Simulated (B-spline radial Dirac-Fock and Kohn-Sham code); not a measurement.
# Compton profile of Mo

System: atomic molybdenum in the configuration 1s2 2s2 2p6 3s2 3p6 3d10 4s2 4p6 4d4 5s2 (an excited configuration).

Level of theory: the impulse approximation on Dirac-Fock orbitals of the configuration average with a finite nucleus; a radial atomic solver. pz is in atomic units of momentum; subshell profiles are per electron, for a selection of subshells; open shells are spread over both j values by their weights.

```
 pz    J total   J 3p3/2   J 3d5/2   J 4s1/2   J 5s1/2
  0      9.510     0.108    0.0754     0.450      1.67
0.1      9.142     0.108    0.0754     0.446      1.49
0.2      8.271     0.108    0.0754     0.434      1.07
0.3      7.345     0.108    0.0754     0.413     0.627
0.4      6.644     0.108    0.0754     0.387     0.315
0.5      6.197     0.108    0.0754     0.356     0.145
0.6      5.909     0.108    0.0754     0.321    0.0734
0.8      5.461     0.107    0.0754     0.248    0.0467
  1      4.957     0.107    0.0754     0.180    0.0451
1.2      4.398     0.106    0.0753     0.124    0.0362
1.4      3.853     0.105    0.0753    0.0831    0.0247
1.6      3.371     0.104    0.0751    0.0560    0.0151
1.8      2.971     0.102    0.0749    0.0401   0.00873
  2      2.653    0.0997    0.0746    0.0322   0.00505
2.5      2.137    0.0917    0.0732    0.0282   0.00227
  3      1.849    0.0810    0.0706    0.0271   0.00215
  4      1.465    0.0560    0.0619    0.0159   0.00144
  5      1.137    0.0336    0.0501   0.00607  0.000562
  7     0.6649   0.00926    0.0277   0.00179  0.000131
 10     0.3379   0.00312   0.00939   0.00136  0.000101
 15     0.1426   0.00254   0.00148  0.000221  1.66e-05
 20    0.07002   0.00125  0.000270  5.08e-05  3.68e-06
 30    0.02269  0.000219  1.53e-05  3.98e-05  2.87e-06
 40   0.009263  4.35e-05  1.53e-06  2.01e-05  1.45e-06
 60   0.002116  3.20e-06    < 1e-6  4.26e-06    < 1e-6
100  0.0002303    < 1e-6    < 1e-6    < 1e-6    < 1e-6
```

J(0) = 9.510. The 5s1/2 subshell gives the largest part, 35 %.

Mean momentum ⟨p⟩ by subshell (a.u.): 1s1/2 37.4, 2s1/2 13.0, 2p1/2 17.5, 2p3/2 16.9, 3s1/2 6.01, 3p1/2 7.16, 3p3/2 6.99, 3d3/2 8.16, 3d5/2 8.09, 4s1/2 2.44, 4p1/2 2.63, 4p3/2 2.56, 4d3/2 2.15, 4d5/2 2.13, 5s1/2 0.613.

Values without a named source are computed, but for edge energies of neutral atoms, which are taken from tables.
